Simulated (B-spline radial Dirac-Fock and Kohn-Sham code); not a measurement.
**f′ and f″ of Au, 6.9303 keV to 73.9 keV**

The computed values come from an atomic code on a B-spline grid: the dispersion relation over Dirac-Hartree-Slater subshell photoionisation cross sections, with the Kissel-Pratt high-energy constant (isolated atom, no bound-bound lines or fine structure). The forward scattering factor is f₀ + f′ + i f″.

Edges near this range: K 80725.0 eV, L1 14353.0 eV, L2 13734.0 eV, L3 11919.0 eV.

| hν (eV) | λ (Å) | f′ (e) | f″ (e) | tabulated f′ | tabulated f″ |
| --- | --- | --- | --- | --- | --- |
| 6930.3 | 1.789 | -3.974 | 9.427 | -4.04 | 9.01 |
| 8047.8 | 1.541 | -4.404 | 7.478 | -4.47 | 7.20 |
| 9251.7 | 1.340 | -5.176 | 6.005 | -5.22 | 5.83 |
| 10420 | 1.190 | -6.373 | 4.969 | -6.44 | 4.78 |
| 11530 | 1.075 | -9.046 | 4.223 | -9.26 | 4.05 |
| 12000 | 1.033 | -12.073 | 10.082 | -12.31 | 9.94 |
| 12890 | 0.9619 | -7.529 | 8.965 | -7.65 | 8.82 |
| 12920 | 0.9596 | -7.504 | 8.930 | -7.62 | 8.78 |
| 12980 | 0.9552 | -7.463 | 8.861 | -7.55 | 8.71 |
| 14410 | 0.8604 | -7.051 | 11.932 | -6.98 | 11.75 |
| 15000 | 0.8266 | -4.688 | 11.239 | -4.81 | 11.10 |
| 17010 | 0.7289 | -2.257 | 9.242 | -2.31 | 9.10 |
| 17479.3 | 0.7093 | -1.964 | 8.854 | -2.01 | 8.71 |
| 18300 | 0.6775 | -1.566 | 8.233 | -1.61 | 8.09 |
| 22162.9 | 0.5594 | -0.700 | 6.047 | -0.73 | 5.95 |
| 24209.8 | 0.5121 | -0.552 | 5.232 | -0.58 | 5.16 |
| 30000 | 0.4133 | -0.515 | 3.663 | -0.54 | 3.59 |
| 40000 | 0.3100 | -0.800 | 2.248 | -0.82 | 2.17 |
| 40960 | 0.3027 | -0.832 | 2.158 | -0.86 | 2.08 |
| 47460 | 0.2612 | -1.050 | 1.674 | -1.07 | 1.62 |
| 70300 | 0.1764 | ? | ? | ? | ? |
| 73900 | 0.1678 | -2.287 | 0.771 | -2.29 | 0.76 |

Problem. What are f′ and f″ at 70300 eV?

Solution. f′ = -1.993 and f″ = 0.842 electrons (tables: -2.01 and 0.83). By the optical theorem f″ corresponds to a photoabsorption cross section 2 rₑ λ f″ = 837 b.

Tabulated f′: xraylib 4.2 anomalous scattering factors (Cullen et al., EPDL97); f″: Chantler's tables (J. Phys. Chem. Ref. Data 1995 and 2000). Both are theoretical tables.
